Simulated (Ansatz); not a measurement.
`C[O][Sn]([Cl])([Cl])[SeH]` and `C[O][Sn]([OH])([Cl])[Cl]` differ in one atom or group.

Ansatz, PBE0-D4/def2-TZVP geometries, multiplicity 1. Each molecule was computed in one conformer, which needn't be the lowest.

Elements past krypton have def2 core potentials. Scalar relativity is left out up to krypton.

| property | `C[O][Sn]([Cl])([Cl])[SeH]` |
| --- | --- |
| HOMO energy (ωB97M-V/def2-TZVPP) / eV | -10.09 |
| LUMO energy (ωB97M-V/def2-TZVPP) / eV | -0.53 |
| LUMO energy (PBE0/def2-TZVPP) / eV | -2.50 |
| HOMO energy (PBE/def2-TZVPP) / eV | -6.69 |
| HOMO energy (B3LYP/def2-TZVPP) / eV | -7.64 |
| LUMO energy (PBE/def2-TZVPP) / eV | -3.35 |

Question: What does the change do to each property? (Estimate.)

Answer: Computed: 
```csv
property,`C[O][Sn]([OH])([Cl])[Cl]`,shift
HOMO energy (ωB97M-V/def2-TZVPP) / eV,-11.02,-0.93
LUMO energy (ωB97M-V/def2-TZVPP) / eV,-0.30,0.23
LUMO energy (PBE0/def2-TZVPP) / eV,-2.35,0.15
HOMO energy (PBE/def2-TZVPP) / eV,-6.98,-0.29
HOMO energy (B3LYP/def2-TZVPP) / eV,-8.36,-0.72
LUMO energy (PBE/def2-TZVPP) / eV,-3.29,0.06
```

With PBE0 the HOMO falls by 0.71 eV and the LUMO rises by 0.15 eV, so the gap widens by about 0.86 eV. PBE moves the HOMO by -0.29 eV and ωB97M-V by -0.93 eV.

B3LYP here is the variant with VWN-RPA as its local correlation; programs differ in this.

Spin–orbit coupling is left out; it splits and shifts lone-pair levels of the heavy atoms by tenths of an eV.
